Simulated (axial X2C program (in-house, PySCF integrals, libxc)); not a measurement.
**Potential curves of InSn, 2c**

Computed with an axial X2C code built on PySCF integrals. Two-component (2c) means X2C with spin–orbit coupling and atomic mean-field two-electron Coulomb and Gaunt terms. Basis: Sn dyall-cv3z [11s12p9d4f1g], In dyall-cv3z [11s12p9d4f1g] (cores contracted in-house); Gaussian nuclei, density fitting, unrestricted open shells. Masses: Sn 119.902 u, In 114.904 u.

State: Ω = 3/2 (⟨Sz⟩ = 1.47, ⟨Lz⟩ = 0.03 at HF). Energies in cm⁻¹ from the lowest point of each curve. Fits are polynomials in 1 − R0/R over 0.85 to 1.23 times the lowest point R0.

```tsv
R (Å)	CCSD(T)	HF	PBE0	CCSD
2.4804		5417	3783	
2.5944	2160	2621	1521	2194
2.6799	959	1319	581	984
2.7655	280	522	114	294
2.8510	0	112	0	0
2.9508	47	0	195	29
3.0506	386	176	641	349
3.1789	1117	692	1459	1052
3.3357		1586	2678
```

Correlated methods: 7 electrons correlated (number of frozen shells: Sn 4 s, 3 p, 2 d; In 4 s, 3 p, 2 d), 321 virtual spin orbitals or spinors in MP2, 90 natural virtuals in coupled cluster.

The state is a single determinant with fixed occupations, the lowest that a limited PBE0 search found. Density functionals use the spin component along the axis (collinear). Coupled cluster ran in a truncated set of natural virtual spinors; the MP2 energy of the rest was added. (T) has no such correction and the atoms are truncated less, which lowers De at CCSD(T) by a hundredth of an eV or more. Other states lie close and PBE0, whose exact exchange favours high spin, may order them wrongly; the determinant shown need not be the ground state. The nearest other 2c determinant of the search, Ω = 1/2, lies 0.35 eV up at the distance of the search. With several unpaired electrons one determinant need not be a pure state. This is the top spin component of a Σ state; components of lower Ω are not single determinants and can lie lower. With the outer-core shells frozen, correlated bond lengths of heavy atoms tend to come out a few hundredths of an ångström too long. Coupled cluster ran on the points near the minimum only. MP2 and coupled cluster on one determinant become unreliable at the stretched end.

(1) Fit the CCSD(T) curve near its minimum: give the equilibrium distance and the harmonic wavenumber.

(2) What are Re and ωe at the HF level?

(3) Fit the PBE0 curve near its minimum: give the equilibrium distance and the harmonic wavenumber.

(4) What are Re and ωe at the CCSD level?

Answers

(1) At CCSD(T), 2c: Re = 2.886 Å, ωe ≈ 144 cm⁻¹; Be follows as 0.0345 cm⁻¹.

(2) At HF, 2c: Re = 2.934 Å, ωe ≈ 132 cm⁻¹; Be follows as 0.0334 cm⁻¹.

(3) At PBE0, 2c: Re = 2.841 Å, ωe ≈ 146 cm⁻¹; Be follows as 0.0356 cm⁻¹.

(4) At CCSD, 2c: Re = 2.891 Å, ωe ≈ 143 cm⁻¹; Be follows as 0.0344 cm⁻¹.
